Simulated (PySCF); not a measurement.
PBE on S (sulfur, neutral), [Ne] 3s2 3p3 3d1, high-spin 5D determinant (an excited configuration). Calculation: PySCF 2.14, in dyall-av3z (19s12p3d2f, 84 functions); scalar relativity by spin-free X2C-1e.

```
cycle= 1 E= -398.711575489899  delta_E= -0.01  |g|= 0.0151  |ddm|= 0.11
cycle= 2 E= -398.711624902852  delta_E= -4.94e-05  |g|= 0.0052  |ddm|= 0.0236
cycle= 3 E= -398.711641784322  delta_E= -1.69e-05  |g|= 0.0022  |ddm|= 0.00976
cycle= 4 E= -398.711643404411  delta_E= -1.62e-06  |g|= 0.000189  |ddm|= 0.00212
cycle= 5 E= -398.711643407604  delta_E= -3.19e-09  |g|= 7.06e-06  |ddm|= 5.44e-05
cycle= 6 E= -398.711643407638  delta_E= -3.42e-11  |g|= 8.64e-07  |ddm|= 7.83e-06
converged SCF energy = -398.711643407638  <S^2> = 6.0003785  2S+1 = 5.0001514
```

Highest occupied orbital energy: 1.550 eV; ⟨L²⟩ = 6.01; populations by l: s 6.00, p 9.00, d 1.00, f 0.00.

(1) Can this result be used?

## Answers

(1) Not for this state. The run converged. The outer electron is Rydberg-like, and this basis confines it to a smaller radius and binds it less than a complete one would. At PBE the highest occupied level has a positive energy, so only the finite basis holds that electron; for this excited configuration the basis is too tight for the outer shell.
